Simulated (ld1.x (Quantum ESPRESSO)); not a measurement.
## What one change does to a pseudopotential (Cd, TM)

ld1.x (Quantum ESPRESSO) 7.5 input, shortened:

```
&input
   title='Cd', zed=48., rel=1, dft='WC', iswitch=3,
   config='[Kr] 4d10 5s2 5p0'
 /
 &inputp
   pseudotype=2, tm=.true., lloc=-1, rcloc=1.75,
   nlcc=.true., rcore=1.35
 /
3
5S  1  0   2.00   0.00  2.45  2.45  0.0
4P  2  1   6.00   0.00  1.60  1.60  0.0
4D  3  2  10.00   0.00  1.50  1.50  0.0
 &test
   configts(1)='4p6 4d10 5s2 5p0'
 /
```

Change: wave 4p (bound): rc 1.60 bohr becomes 4p (bound): rc 1.56 bohr.

Cutoffs: the cutoffs (Ry, on a coarse ladder) from which the occupation-weighted sum of valence levels, in a spherical-Bessel basis at the reference potential, stays within 10 and 1 mRy of its value at 400 Ry; they do not see the model core or the augmentation charge, which bear on the density cutoff. Errors are all-electron minus pseudo energies relative to the spin-unpolarised reference configuration.

Q: What does the change do?

A: The potential gets neither clearly harder nor softer (80 Ry and 120 Ry → 80 Ry and 120 Ry); both files keep a bound ghost (s); the errors of the 7 common tests hardly move.

```tsv
quantity	base	changed
cutoff, loose	80 Ry	80 Ry
cutoff, tight	120 Ry	120 Ry
bound ghosts	s	s
error for 4p6 4d10 5s1 5p0, meV [ΔE 9.31 eV]	-7.1	-7.1
error for 4p6 4d10 5s0 5p0, meV [ΔE 26.40 eV]	-37	-37
error for 4p6 4d9 5s0 5p0, meV [ΔE 64.43 eV]	-2.6	-2.6
error for 4p6 4d10 5s0 5p2, meV [ΔE 9.83 eV]	-65	-69
error for 4p6 4d10 5s0 5p1, meV [ΔE 15.20 eV]	-58	-61
error for 4p6 4d8 5s0 5p0, meV [ΔE 118.50 eV]	+5.9	+5.7
error for 4p5 4d10 5s2 5p0, meV [ΔE 74.17 eV]	-220	-217
s: phases at 2.65 bohr within 0.05 rad from the reference energy up to (Ry; the scan ends near 5)	3.6	3.6
p: phases at 2.65 bohr within 0.05 rad from the reference energy up to (Ry; the scan ends near 5)	to the end of the scan	to the end of the scan
d: phases at 2.65 bohr within 0.05 rad from the reference energy up to (Ry; the scan ends near 5)	1.7	1.7
```

 A true bound ghost makes a file unfit for plane-wave use even where its test errors are small: the radial tests pick states by their node count and pass the ghost by.
